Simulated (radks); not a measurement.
The numbers below are computed, except where a source is named.
Question: These are the eigenvalues of the occupied orbitals of an atom or ion with whole-number occupations (eV). Code: a radial shooting solver on a logarithmic mesh with Libxc functionals. Model: scalar-relativistic Kohn-Sham, PBE, spin-unpolarised, spherical densities, finite nucleus; Fermi nuclear charge, rms radius of each element as measured or else 0.836 A^(1/3) + 0.57 fm.

1s: -78440.56
2s: -13817.18
2p: -11984.29
3s: -3279.110
3p: -2745.039
3d: -2164.880
4s: -738.9018
4p: -563.6775
4d: -350.5649
5s: -144.7799
4f: -113.7432
5p: -98.3503
5d: -45.1921
6d: -15.7684

Which element is it, and in what charge state? The configuration may be excited.

Answer: Z = 78, platinum, charge +3: Pt3+ in [Xe] 4f14 5d6 6d1. The list shows which subshells hold electrons but not how many an open one holds; the 1s level, -2882.6 hartree, gives Z - s = 75.9 by -(Z - s)^2/2, which with screening and relativity narrows Z to a few neighbours, and the depths of the outer levels then fix element, charge and occupations together.
